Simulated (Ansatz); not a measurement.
Total energies of C$_{6}$H$_{8}$Ge, SMILES `[GeH3][c]1ccccc1`.

```xyz
15

Ge   -1.996    1.531    0.077
C    -0.446    0.357    0.021
C    -0.079   -0.391    1.138
C     1.013   -1.245    1.094
C     1.756   -1.361   -0.072
C     1.404   -0.620   -1.190
C     0.311    0.233   -1.142
H    -1.781    2.714   -0.881
H    -2.199    2.049    1.511
H    -3.268    0.778   -0.355
H    -0.647   -0.307    2.059
H     1.287   -1.818    1.972
H     2.611   -2.026   -0.107
H     1.984   -0.704   -2.102
H     0.052    0.810   -2.024
```

Total charge 0; spin multiplicity 1. Correlated methods include outer-core shells of Ge, which these sets cover unevenly. Scalar relativity is left out up to krypton. All single points use the PBE0-D4/def2-TZVP geometry. Basis def2-TZVPP, the Gaussian-basis code of Ansatz.

RPA on PBE orbitals: Hartree–Fock energy of these orbitals -2307.22902 Eh, correlation -1.93473 Eh (frozen core).

```
functional  energy without D4 (Eh)  D4 term (kJ/mol)
    B97M-V             -2310.15914                 –
  PBE-QIDH             -2309.61613                 –
```

Question: Give the same for LDA (SPW92), PBE, revPBE, BLYP, r2SCAN, PBE0, B3LYP, r2SCANh, r2SCAN0, HSE06 (plane-wave form), BHLYP, CAM-B3LYP, LC-ωPBE, ωB97X-V, ωB97M-V, B2PLYP. (Estimate.)

Answer: Computed: 
```json
{"functional": "LDA (SPW92)", "energy without D4 (Eh)": "-2305.19680", "D4 term (kJ/mol)": "–"}
{"functional": "PBE", "energy without D4 (Eh)": "-2309.89641", "D4 term (kJ/mol)": "-41.1"}
{"functional": "revPBE", "energy without D4 (Eh)": "-2310.29811", "D4 term (kJ/mol)": "-127.8"}
{"functional": "BLYP", "energy without D4 (Eh)": "-2310.47044", "D4 term (kJ/mol)": "-90.6"}
{"functional": "r2SCAN", "energy without D4 (Eh)": "-2310.37968", "D4 term (kJ/mol)": "-10.5"}
{"functional": "PBE0", "energy without D4 (Eh)": "-2309.98017", "D4 term (kJ/mol)": "-34.9"}
{"functional": "B3LYP", "energy without D4 (Eh)": "-2310.58250", "D4 term (kJ/mol)": "-66.1"}
{"functional": "r2SCANh", "energy without D4 (Eh)": "-2310.36168", "D4 term (kJ/mol)": "-11.1"}
{"functional": "r2SCAN0", "energy without D4 (Eh)": "-2310.33642", "D4 term (kJ/mol)": "-12.3"}
{"functional": "HSE06 (plane-wave form)", "energy without D4 (Eh)": "-2309.96692", "D4 term (kJ/mol)": "-32.5"}
{"functional": "BHLYP", "energy without D4 (Eh)": "-2310.36184", "D4 term (kJ/mol)": "-49.5"}
{"functional": "CAM-B3LYP", "energy without D4 (Eh)": "-2310.51156", "D4 term (kJ/mol)": "-35.4"}
{"functional": "LC-ωPBE", "energy without D4 (Eh)": "-2310.08000", "D4 term (kJ/mol)": "–"}
{"functional": "ωB97X-V", "energy without D4 (Eh)": "-2310.27050", "D4 term (kJ/mol)": "–"}
{"functional": "ωB97M-V", "energy without D4 (Eh)": "-2310.30410", "D4 term (kJ/mol)": "–"}
{"functional": "B2PLYP", "energy without D4 (Eh)": "-2309.94820", "D4 term (kJ/mol)": "–"}
```

B3LYP takes the VWN-RPA correlation (the form of Gaussian; ORCA's B3LYP/G). HSE06 is the plane-wave form, built on full-range PBE exchange. The double hybrids freeze the cores in their second-order part.

LC-ωPBE has ω = 0.4 bohr⁻¹.
